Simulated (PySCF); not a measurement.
## Correlation energy of As²⁺ (arsenic, charge +2)

[Ar] 3d10 4s2 4p1, 2P determinant. Computed with PySCF 2.14 in x2c-TZVPPall (6s5p4d1f, 48 functions), with the spin-free X2C one-electron Hamiltonian (Gaussian nucleus). Frozen: [Ne]; 21 electrons correlated.

MP2 pair energies summed by pair of shells (mhartree):

```tsv
pair	energy	share (%)
3d-3d	-97.21	33.3
3p-3d	-77.95	26.7
4s-4s	-21.51	7.4
3p-3p	-18.67	6.4
3d-4s	-17.96	6.1
3s-3d	-17.83	6.1
4s-4p	-17.50	6.0
3s-3p	-9.57	3.3
3d-4p	-6.50	2.2
3p-4s	-4.22	1.4
3s-3s	-1.23	0.4
3p-4p	-1.17	0.4
3s-4s	-0.47	0.2
3s-4p	-0.18	0.1
```

Total MP2 correlation energy: -291.98 mhartree.

Same-spin part -90.59 and opposite-spin part -201.39 mhartree; SCS-MP2 scales them by 1/3 and 6/5 to -271.86 mhartree.

This basis was not built for core-valence correlation, so the inner-shell part is incomplete.
